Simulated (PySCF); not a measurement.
CH7Cl2NSi2. Atoms are numbered in the order given.

```xyz
13

C     -2.0213    -0.0641    -1.4898
N     -1.8108    -0.6003    -0.1540
Si    -0.5394    -0.1625     0.9255
Cl    -0.7237     1.7221     1.8844
Si     1.4739     0.1345    -0.2431
Cl     1.7222    -1.4040    -1.6447
H     -2.5075    -0.8170    -2.1450
H     -1.0443     0.1757    -1.9579
H     -2.6405     0.8620    -1.5117
H     -2.6439    -1.0272     0.2609
H     -0.5242    -1.1873     2.0193
H      2.6408     0.1218     0.7040
H      1.4657     1.4443    -0.9806
```
Charge 0, spin multiplicity 1.

The structure is a stationary point at PBE-D3(BJ)/def2-SVP. The structure was generated by enumeration; whether it is a known compound was not checked. The values are those of a single conformer.

The numbers are results of SMD-PBE0/def2-SVP run with PySCF, not measurements.

Solvation free energies are E(SMD) − E(gas) at the gas-phase geometry, for 1 M in both phases. In vacuum the dipole moment is 1.78 D.

```
solvent            ΔG(solv) (kcal/mol)  its non-electrostatic (CDS) part  dipole (D)
-----------------  -------------------  --------------------------------  ----------
water                             -0.5                               3.9        2.19
dimethylsulfoxide                 -4.0                               0.3        2.19
tetrahydrofuran                   -4.8                              -1.2        2.13
```
